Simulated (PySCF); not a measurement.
C4H11FSi. Atoms are numbered in the order given.

```xyz
17

C     -2.0007     0.6375    -1.7115
C     -0.9960    -0.1052    -0.8245
C     -1.6870    -0.6893     0.4136
C      0.1819     0.8133    -0.4385
Si     1.6650    -0.0043     0.3602
F      1.2631    -0.6385     1.8158
H     -2.8323    -0.0205    -2.0112
H     -1.5245     1.0203    -2.6286
H     -2.4326     1.4987    -1.1736
H     -0.5877    -0.9476    -1.4146
H     -2.1211     0.1173     1.0292
H     -0.9879    -1.2476     1.0532
H     -2.5065    -1.3665     0.1255
H      0.5790     1.3166    -1.3412
H     -0.1725     1.6272     0.2213
H      2.7432     0.9948     0.5988
H      2.1765    -1.1245    -0.4786
```
Charge 0, spin multiplicity 1.

Geometry optimised at B3LYP-D3(BJ)/def2-SVP. The structure was generated by enumeration, and PubChem lists no compound with its InChIKey, so it may never have been made. Other conformers were not sampled.

Level of theory: PBE/def2-TZVP (PySCF).

Isolated molecule, no solvent.

Computed frontier levels, gap, dipole moment and polarisability:
```yaml
highest_occupied_level: -7.18 eV
lowest_empty_level: -0.46 eV
orbital_gap: 6.72 eV
dipole_moment: 1.74 D
quadrupole, principal values (traceless, Buckingham form, about the centre of nuclear charge): -4.69, 2.06, 2.63 D·Å
mean_static_polarisability: 77.3 bohr³ (11.45 Å³)
polarisability_principal_values: 68.7, 73.5, 89.7 bohr³
```
